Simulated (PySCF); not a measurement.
**H (hydrogen, neutral) across methods**

1s1, 2S determinant. All numbers are calculated (PySCF 2.14, no relativity, point nucleus, in aug-cc-pVQZ).

```tsv
method	E (hartree)	mean ε 1s α (eV)	Σ⟨r²⟩ (bohr²)	⟨S²⟩
r2SCAN	-0.5001	-8.025	3.107	0.750
MN15	-0.4992	-9.521	3.273	0.750
UHF	-0.49995	-13.604	3.003	0.750
wB97X-V	-0.5007	-11.682	3.199	0.750
LDA	-0.4786	-7.318	3.388	0.750
PBE0	-0.5013	-9.129	3.157	0.750
PBE	-0.4999	-7.593	3.237	0.750
M06-L	-0.5037	-7.954	2.953	0.750
```

**Question.** Estimate the same row for HSE06.

**Answer.** E (hartree) = -0.5014; mean ε 1s α (eV) = -8.721; Σ⟨r²⟩ (bohr²) = 3.154; ⟨S²⟩ = 0.750.

For one electron the Hartree and exchange-correlation energies should cancel; what remains is the self-interaction error.
